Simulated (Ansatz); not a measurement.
C2H8AlNO2, SMILES `C[N](C)[Al]([OH])[OH]`. The species carries charge 0 and has multiplicity 1.

```xyz
14

C    -0.2331   -1.5956    0.3649
N    -0.2131   -0.2550   -0.1598
C    -1.0835   -0.0934   -1.3004
Al    0.7558    1.0679    0.4941
O     1.7816    0.9190    1.8346
O     0.6365    2.5680   -0.2826
H     0.4344   -1.6924    1.2255
H    -1.2403   -1.8903    0.6950
H     0.0892   -2.3326   -0.3855
H    -1.0445    0.9317   -1.6737
H    -0.7978   -0.7635   -2.1245
H    -2.1293   -0.3201   -1.0458
H     1.9160    0.1246    2.3452
H     1.1280    3.3316    0.0130
```

Problem. List the harmonic frequencies (cm⁻¹, unscaled) at PBE0-D4/def2-TZVP in Ansatz. (Estimate.)

Solution. Ansatz gave: 65, 127, 159, 214, 229, 246, 258, 287, 313, 318, 349, 577, 622, 646, 838, 927, 1037, 1096, 1118, 1170, 1229, 1324, 1442, 1468, 1470, 1480, 1501, 1521, 2974, 2980, 3008, 3019, 3095, 3120, 3971, 3984.

Problem. Is this a minimum?

Solution. Yes, all 36 modes are real.

Problem. Give the ideal-gas thermochemistry at 298.15 K and 1 bar (rigid rotor, harmonic oscillator; point group Cs, symmetry number 1).

Solution. Zero-point energy 288.2 kJ/mol; H(298) − E = 315.1 kJ/mol; entropy 385.0 J/(mol·K), of which translation 166.9, rotation 115.7, vibration 102.4; G(298) − E = 200.3 kJ/mol. Modes under 100 cm⁻¹ are hindered rotations or soft bends, so the harmonic entropy is rough.
